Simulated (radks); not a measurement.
Radial electron density D(r) = 4 pi r^2 rho(r) of an atom or ion with 31 electrons. Method: Dirac Kohn-Sham, PBE, spin-unpolarised, spherical densities, finite nucleus; Fermi nuclear charge, rms radius of each element as measured or else 0.836 A^(1/3) + 0.57 fm; computed with a radial shooting solver on a logarithmic mesh with Libxc functionals.

```
   r/bohr * D(r) (the largest magnitude, 89.9, reaches the edge; | marks zero)
 0.001511 |  *
 0.001717 |  *
 0.001936 |   *
 0.002183 |    *
 0.002461 |     *
 0.002797 |      *
 0.003154 |       *
 0.003556 |         *
 0.004042 |           *
 0.004557 |             *
 0.005138 |                *
 0.005839 |                   *
 0.006584 |                      *
 0.007423 |                         *
  0.00837 |                            *
 0.009513 |                                *
  0.01073 |                                   *
  0.01209 |                                      *
  0.01374 |                                        *
   0.0155 |                                          *
  0.01747 |                                           *
  0.01986 |                                           *
  0.02239 |                                          *
  0.02525 |                                        *
  0.02846 |                                       *
  0.03235 |                                     *
  0.03648 |                                     *
  0.04113 |                                     *
  0.04674 |                                       *
   0.0527 |                                           *
  0.05942 |                                               *
  0.06753 |                                                   *
  0.07614 |                                                      *
  0.08585 |                                                      *
   0.0968 |                                                    *
     0.11 |                                               *
    0.124 |                                          *
   0.1399 |                                      *
    0.159 |                                     *
   0.1792 |                                      *
   0.2021 |                                         *
   0.2297 |                                            *
    0.259 |                                           *
    0.292 |                                       *
   0.3292 |                                *
   0.3741 |                       *
   0.4218 |               *
   0.4756 |          *
   0.5406 |       *
   0.6095 |     *
   0.6872 |   *
    0.781 |  *
   0.8806 | *
   0.9929 |*
    1.119 *
    1.272 *
    1.435 *
    1.617 *
    1.838 *
```

What is the nuclear charge?

Answer. Z = 54. The innermost maximum, from 1s, lies near gamma/Z bohr with gamma = sqrt(1 - (Z/c)^2) = 0.919, here 0.017 bohr (found: 0.0186), and its height grows with Z. The density is that of the xenon ion Xe23+ in [Ar] 3d10 4s2 4p1; the configuration itself is not fixed sharply by these data, and Z only to a few units. D(r) has 3 maxima, at r = 0.0186, 0.0825, 0.241 bohr, and minima at 0.0368, 0.158 bohr, inside which lie 2.04, 11.16 electrons.
